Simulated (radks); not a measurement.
The numbers below are computed, except where a source is named.
Species: P. Configuration: [Ne] 3s2 3p3.

Code: a radial shooting solver on a logarithmic mesh with Libxc functionals. Model: non-relativistic Kohn-Sham, TPSS, spin-polarised, spherical densities, point nucleus; open shells are filled with parallel spins first; meta-GGA in the generalised Kohn-Sham scheme.

Energy parts (hartree):
| part | energy |
|---|---|
| total | -341.29632 |
| kinetic | 340.83211 |
| electron-nucleus | -812.43582 |
| Hartree | 153.51282 |
| exchange-correlation | -23.20543 |

Orbitals (lengths in bohr, moments of r in powers of bohr):
\begin{tabular}{lrrrr}
orbital & occ. & eigenvalue (hartree) & <1/r> & <r^4> \\ \hline
1s up & 1 & -76.62492 & 14.57 & 0.0005435 \\
1s down & 1 & -76.61284 & 14.57 & 0.0005432 \\
2s up & 1 & -6.40452 & 2.811 & 0.1912 \\
2s down & 1 & -6.39372 & 2.810 & 0.1899 \\
2p up & 3 & -4.58367 & 2.705 & 0.1930 \\
2p down & 3 & -4.56775 & 2.705 & 0.1905 \\
3s up & 1 & -0.55561 & 0.7135 & 29.26 \\
3s down & 1 & -0.43734 & 0.7077 & 33.76 \\
3p up & 3 & -0.23607 & 0.5830 & 76.34 \\
3p down & 0 & -0.13466 & 0.5424 & 127.4 \\
\end{tabular}

The highest occupied level is 3p up at -6.424 eV. Spin moment in Bohr magnetons: 3. Summed over all electrons, <r^2> = 30.09 bohr^2, which gives a Langevin (diamagnetic) susceptibility term of -23.8 x 10^-6 cm^3/mol. For comparison, the ionisation energy in NIST's Atomic Spectra Database is 10.487 eV (measured). In exact Kohn-Sham theory the highest level is minus the ionisation energy, but local and semilocal functionals leave it too shallow, through self-interaction and a potential that decays too fast; potentials with the right tail come closer. Virial ratio -V/T = 2.00136. The electron density at the nucleus is 2189 e/bohr^3. The spin density at the nucleus is -0.0038 e/bohr^3 (1s -0.1238, 2s 0.1214, 3s -0.0014), a Fermi contact field of -0.197 T. The density falls to 0.001 e/bohr^3 at r = 4.20 bohr.
